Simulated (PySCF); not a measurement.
Si(F)(OH)(SH)2 (FH3OS2Si), SMILES S[Si](O)(F)S. Atoms are numbered in the order given.

```xyz
8

O     -0.2914    -0.7264     1.7209
Si    -0.2758    -0.1362     0.1634
F     -1.7673    -0.3334    -0.4783
S      1.2356    -1.2445    -0.8471
S      0.0591     1.9650    -0.0574
H     -1.0012    -0.3666     2.2842
H      1.0667    -2.3185    -0.0228
H      1.3173     1.8766     0.4595
```

Geometry optimised at PBE-D3(BJ)/def2-SVP. The structure was generated by enumeration, and PubChem lists no compound with its InChIKey, so it may never have been made. One conformer was computed; it need not be the lowest.

Computed with PySCF with TDDFT-PBE0/def2-SVPD.

Vertical excitations. Isolated molecule, no solvent.

| state | energy (eV) | λ (nm) | f | main pairs |
|---|---|---|---|---|
| S1 | 6.29 | 197 | 0.002 | HOMO→LUMO+1 64 %, HOMO−1→LUMO+1 23 % |
| S2 | 6.38 | 194 | 0.002 | HOMO→LUMO+2 43 %, HOMO−1→LUMO+1 28 %, HOMO−1→LUMO+2 15 % |
| S3 | 6.45 | 192 | 0.064 | HOMO→LUMO 89 % |
| S4 | 6.60 | 188 | 0.029 | HOMO−1→LUMO 86 % |
| S5 | 6.92 | 179 | 0.008 | HOMO−1→LUMO+1 33 %, HOMO→LUMO+2 21 %, HOMO→LUMO+1 20 %, HOMO−1→LUMO+2 14 % |
| S6 | 7.17 | 173 | 0.021 | HOMO−1→LUMO+2 55 %, HOMO→LUMO+2 30 % |
| S7 | 7.46 | 166 | 0.011 | HOMO→LUMO+3 84 % |
| S8 | 7.62 | 163 | 0.005 | HOMO→LUMO+5 36 %, HOMO−1→LUMO+3 20 %, HOMO→LUMO+4 18 %, HOMO−1→LUMO+5 11 % |
| S9 | 7.64 | 162 | 0.001 | HOMO−1→LUMO+3 66 %, HOMO→LUMO+5 12 % |
| S10 | 7.83 | 158 | 0.018 | HOMO→LUMO+4 44 %, HOMO−1→LUMO+4 16 %, HOMO−1→LUMO+5 14 % |
| T1 | 5.82 | 213 | 0 | HOMO→LUMO+1 60 %, HOMO−1→LUMO+1 20 %, HOMO−1→LUMO+2 11 % |
| T2 | 5.87 | 211 | 0 | HOMO→LUMO+2 49 %, HOMO−1→LUMO+1 21 %, HOMO−1→LUMO+2 16 % |
| T3 | 6.05 | 205 | 0 | HOMO→LUMO 72 % |
| T4 | 6.21 | 200 | 0 | HOMO−1→LUMO 68 %, HOMO−1→LUMO+1 14 % |
Triplets are in the Tamm–Dancoff approximation, which puts them higher than full response would, so one can lie above its singlet here.
